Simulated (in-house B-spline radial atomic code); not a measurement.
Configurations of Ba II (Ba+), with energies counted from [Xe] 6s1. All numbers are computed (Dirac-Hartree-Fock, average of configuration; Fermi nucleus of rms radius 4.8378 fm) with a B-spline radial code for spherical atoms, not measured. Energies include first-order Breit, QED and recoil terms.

Occupations are held fixed; configurations that lie above the ionisation limit could autoionise.

```json
{"configuration": "[Xe] (9p3/2)1", "E - E(ref) (eV)": "7.7791", "highest orbital": "9p3/2", "its <r> (bohr)": "25.48"}
{"configuration": "[Kr] 4d10 5s2 (5p1/2)2 (5p3/2)3 6s1 (8g9/2)1", "E - E(ref) (eV)": "27.207", "highest orbital": "8g9/2", "its <r> (bohr)": "42.83"}
{"configuration": "[Kr] (4d3/2)4 (4d5/2)5 5s2 5p6 6s1 (8d3/2)1", "E - E(ref) (eV)": "102.38", "highest orbital": "8d3/2", "its <r> (bohr)": "21.59"}
{"configuration": "[Ar] 3d10 4s2 (4p1/2)2 (4p3/2)3 4d10 5s2 5p6 6s1 (9g9/2)1", "E - E(ref) (eV)": "203.42", "highest orbital": "9g9/2", "its <r> (bohr)": "55.57"}
```

Task: Order these further configurations by energy, lowest first.
A. [Kr] (4d3/2)4 (4d5/2)5 5s2 5p6 6s1 (7g7/2)1
B. [Xe] (9g9/2)1
C. [Kr] 4d10 5s2 (5p1/2)1 (5p3/2)4 6s2
D. [Kr] 4d10 5s1 5p6 6s2
E. [Kr] 4d10 5s2 (5p1/2)1 (5p3/2)4 6s1 (7f7/2)1

Result: B (8.687 eV), C (20.01 eV), E (28.784 eV), D (37.493 eV), A (103.05 eV).
